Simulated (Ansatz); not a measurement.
Coupled-cluster diagnostics for Li₃Cl₃⁺, Ansatz.

Geometry of the doublet (PBE0-D4/def2-SVP):

Cartesian coordinates in Å:
```
Li 0.843 -2.752 -0.656
Li -1.956 0.810 -0.187
Li 1.225 1.556 0.759
Cl -0.739 2.394 0.586
Cl -0.933 -1.296 -0.620
Cl 1.560 -0.711 0.118
```

Correlated methods freeze 15 core orbitals; core or outer-core shells of Li are correlated, in sets that lack core-valence functions. In the doublet, Cl5 and Cl6 lie 2.67 Å apart (atoms count from 1), so these atoms are partly bonded to each other. Another isomer (doublet) lies 0.03 eV lower at PBE0-D4/def2-TZVP; other spin states weren't run for this one.

Problem. Estimate the CCSD(T) correlation energy, the shares of MP2 and (T), T1 and the reference's ⟨S²⟩ for: charge 1, doublet, own geometry in def2-TZVP; and the rough time on 4 threads of Arm Neoverse V1 on a shared host.

Solution. 
```tsv
state	basis	correlation (eV)	MP2 share (%)	(T) share (%)	T1	⟨S²⟩ (pure)	wall time
charge 1, doublet, own geometry	def2-TZVP	-20.690	88.0	3.3	0.007	0.77 (0.75)	75 s
```
Customary marks for T1 are 0.02 (closed shells), 0.045 (open shells) and about 0.05 (3d metals). T1 stays under 0.02 throughout.
